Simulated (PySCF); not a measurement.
A species of formula C7H13BO2 has this rotational fingerprint, computed with PySCF 2.14.0, PBE0-D3(BJ)/def2-SVP geometry optimisation, gas phase:

```
Rotational constants : A = 2188, B = 745.0, C = 709.8 MHz
Dipole components    : |μa| = 1.44 D, |μb| = 3.75 D, |μc| = 0.04 D
Inertial defect      : -197.36 u·Å²
κ                    : -0.95
```

Question: Which candidate fits, each taken in the one conformer that was computed?
A. `[CH2:1]=[C:2]([CH3:3])[CH2:4][B:5]([OH:6])[O:7][CH:8]1[CH2:9][CH2:10]1` with C1–C2–C4–B5 -111°, C2–C4–B5–O6 -97°, C4–B5–O6–H 177°, C4–B5–O7–C8 -1°, B5–O7–C8–C9 85°
B. `[CH3:1][CH2:2][CH2:3][CH2:4][B@H-:5]1[O:6][CH:7]=[CH:8][CH:9]=[O+:10]1` with C1–C2–C3–C4 180°, C2–C3–C4–B5 180°, C3–C4–B5–O6 -58°, C4–B5–O6–C7 101°, B5–O6–C7–C8 8°, C7–C8–C9–O10 -5°, C4–B5–O10–C9 -101°
C. `[CH3:1][C@@H:2]1[CH2:3][C:4]2([CH2:5][CH2:6]2)[C@@H:7]1[B:8]([OH:9])[OH:10]` with C4–C7–B8–O9 15°, C7–B8–O9–H 179°, C7–B8–O10–H 1°
D. `[CH2:1]=[CH:2][C@@H:3]1[CH2:4][CH2:5][C@H:6]([B:7]([OH:8])[OH:9])[CH2:10]1` with C1–C2–C3–C4 -119°, C5–C6–B7–O8 150°, C6–B7–O8–H 177°, C6–B7–O9–H -177°, C2–C3–C4–C5 -149°, C3–C4–C5–C6 -2°, C4–C5–C6–B7 149°, C5–C6–C10–C3 -42°
E. `[OH:1][B:2]([OH:3])[C@@H:4]1[CH2:5][CH2:6][C@H:7]2[CH2:8][C@@H:9]1[CH2:10]2` with H–O1–B2–O3 177°, O1–B2–O3–H 0°, O1–B2–C4–C5 150°

Answer: B. It is CCCC[B@H-]1OC=CC=[O+]1, a near-prolate asymmetric top, point group Cs. The candidates at the same level (rigid rotor, commonest isotopes):

```tsv
SMILES	A (MHz)	B (MHz)	C (MHz)	μa (D)	μb (D)	μc (D)	Δ (u·Å²)	point group	rotor
C=C(C)CB(O)OC1CC1	1867	905.7	692.6	1.00	0.13	0.36	-98.99	C1	asymmetric top
C[C@@H]1CC2(CC2)[C@@H]1B(O)O	1722	1212	859.9	0.94	1.12	0.62	-122.72	C1	asymmetric top
OB(O)[C@@H]1CC[C@H]2C[C@@H]1C2	2308	1089	911.1	0.30	1.13	0.04	-128.54	C1	asymmetric top
CCCC[B@H-]1OC=CC=[O+]1	2188	745.0	709.8	1.44	3.75	0.04	-197.36	Cs	near-prolate asymmetric top
C=C[C@@H]1CC[C@H](B(O)O)C1	2847	647.3	592.1	2.88	0.52	0.98	-104.71	C1	near-prolate asymmetric top
```

`C=C(C)CB(O)OC1CC1` has B 22 % too high; `C=C[C@@H]1CC[C@H](B(O)O)C1` has A 30 % too high; `OB(O)[C@@H]1CC[C@H]2C[C@@H]1C2` has B 46 % too high; `C[C@@H]1CC2(CC2)[C@@H]1B(O)O` has B 63 % too high. No structure here is proved a minimum.
